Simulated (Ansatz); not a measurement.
The first iterations of a band of ClGaH2O (5 atoms, charge 0, multiplicity 1).

Theory: RKS r2SCAN-D4/def2-SVP (Ansatz 0.2.0).

```json
{
  "movable images": "2",
  "climbing image": "yes",
  "spring": "5.0 eV/Å²",
  "optimiser": "quadratic models (default)",
  "start path": "through a guess of the saddle point",
  "force threshold": "0.05 eV/Å",
  "iteration limit": "60",
  "end points": "relaxed"
}
```

Initial state:

```xyz
5
Properties=species:S:1:pos:R:3
Ga 0.459 -0.065 -0.017
Cl 0.511 -0.251 2.128
H 1.705 0.244 -0.862
O -1.128 -0.291 -0.771
H -1.840 -0.483 -0.145
```

Final state:

```xyz
5
Properties=species:S:1:pos:R:3
Ga -0.083 -0.039 -1.422
Cl 1.306 -0.059 1.644
H 2.295 0.197 0.858
O -1.736 -0.400 -0.819
H -2.075 -0.546 0.072
```

| iteration | highest image above the first end (eV) | largest band force component (eV/Å) |
| --- | --- | --- |
| 1 | 3.190 | 6.105 |
| 2 | 2.247 | 2.815 |
| 3 | 1.666 | 1.056 |
| 4 | 1.663 | 1.078 |
| 5 | 1.589 | 0.605 |

Question: Does the band converge within its limit, and where does its top end?

Answer: The run converged. It ended after 17 iterations with the highest image 2.177 eV above the first end. Neighbouring images differ by up to 1.4 eV, so the band resolves the path poorly. Another band between the same ends (5 images) ends at a top of the same energy, where a vibrational analysis finds 1 clearly imaginary mode. So few images can step over the top or miss a turn of the path. The orbitals stay closed-shell, which can raise the energy where a bond breaks towards radicals; this wasn't checked here.

Time of the run: 61 s on 2 threads of Intel(R) Xeon(R) Platinum 8259CL CPU @ 2.50GHz (Skylake/Cascade Lake), with other jobs on the host, peak memory 0.16 GiB.
